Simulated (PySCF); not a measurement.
fulvene (C6H6), SMILES C=C1C=CC=C1.

Geometry: PBE0-D3(BJ)/def2-SVP.

All values below come from PBE0-D3(BJ)/def2-SVP (PySCF 2.14.0).

No scaling factor is applied to the harmonic values.

Q: Estimate the vibrational spectrum. (The exact figures need the calculation; the answer reports its results.)

A: 
```tsv
mode	ν (cm⁻¹)	IR (km/mol)	Raman (Å⁴/amu)	depolarisation	moving atoms (share of kinetic energy)
1	211	4.3	0.0	–	C 76 %, H 24 %
2	343	0.6	2.7	0.75	C 61 %, H 39 %
3	497	0.0	0.4	0.75	H 51 %, C 49 %
4	645	38.5	3.0	0.75	C 50 %, H 50 %
5	682	0.1	11.9	0.34	C 86 %, H 14 %
6	700	0.0	0.1	0.75	H 77 %, C 23 %
7	786	0.0	5.5	0.75	H 79 %, C 21 %
8	800	41.8	5.4	0.75	H 54 %, C 46 %
9	808	1.6	1.6	0.75	C 91 %, H 9 %
10	922	9.1	5.8	0.49	C 61 %, H 39 %
11	948	3.6	0.0	–	H 76 %, C 24 %
12	959	2.1	0.4	0.75	H 65 %, C 35 %
13	965	0.0	1.4	0.75	H 68 %, C 32 %
14	970	32.9	5.0	0.75	H 69 %, C 31 %
15	1029	2.4	8.8	0.11	C 68 %, H 32 %
16	1087	1.8	35.0	0.38	H 89 %, C 11 %
17	1091	11.6	7.5	0.75	H 88 %, C 12 %
18	1250	0.3	0.2	0.75	H 63 %, C 37 %
19	1360	0.1	1.7	0.75	C 76 %, H 24 %
20	1370	29.4	1.3	0.25	H 56 %, C 44 %
21	1439	0.0	37.5	0.64	H 72 %, C 28 %
22	1574	32.4	62.1	0.10	C 93 %
23	1652	0.1	0.4	0.75	C 89 %, H 11 %
24	1740	4.9	129.0	0.26	C 92 %
25	3168	2.8	110.3	0.10	H 94 %
26	3233	2.8	97.3	0.75	H 92 %, C 8 %
27	3243	3.1	76.6	0.56	H 92 %, C 8 %
28	3261	5.0	1.0	0.75	H 91 %, C 9 %
29	3266	2.2	245.3	0.12	H 90 %, C 10 %
30	3273	1.8	84.7	0.75	H 89 %, C 11 %
```
